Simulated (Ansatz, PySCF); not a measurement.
Noncovalent pair: CH4 (SMILES C) (first 5 atoms) with ClH3Si (SMILES [SiH3]Cl); geometry from B3LYP-D3(BJ)/def2-TZVP.
(charge 0, multiplicity 1):
```csv
atom,x (Å),y (Å),z (Å)
C,0.1990,0.1394,0.0720
H,0.3435,0.5629,-0.9209
H,0.3408,0.9155,0.8224
H,-0.8105,-0.2623,0.1500
H,0.9221,-0.6593,0.2329
Si,-0.1951,-0.8746,3.7191
Cl,0.2463,1.1315,3.9524
H,0.9367,-1.5279,3.0354
H,-1.4260,-0.9944,2.9155
H,-0.3954,-1.4605,5.0590
```

Monomers are frozen at their geometry in the pair; levels with a basis set take the counterpoise correction. Rows marked so take none.

Rows in 6-31G* carry no dispersion term and start afresh at each structure (6-31G* with six Cartesian d functions).

The values were computed with Ansatz (Gaussian orbitals); PySCF for 6-31G* rows, the dispersion terms. Values without a source in brackets are computed.

Task: One of these levels gives -1.28 kcal/mol for the interaction energy. Which one is it?
(A) BLYP/def2-TZVPPD
(B) PBE-D4/def2-TZVPPD
(C) B3LYP/6-31G* (no counterpoise)

Result: B, PBE-D4/def2-TZVPPD. The others give 1.06 (BLYP/def2-TZVPPD), 0.24 (B3LYP/6-31G* (no counterpoise))

Ansatz is a first-principles code.
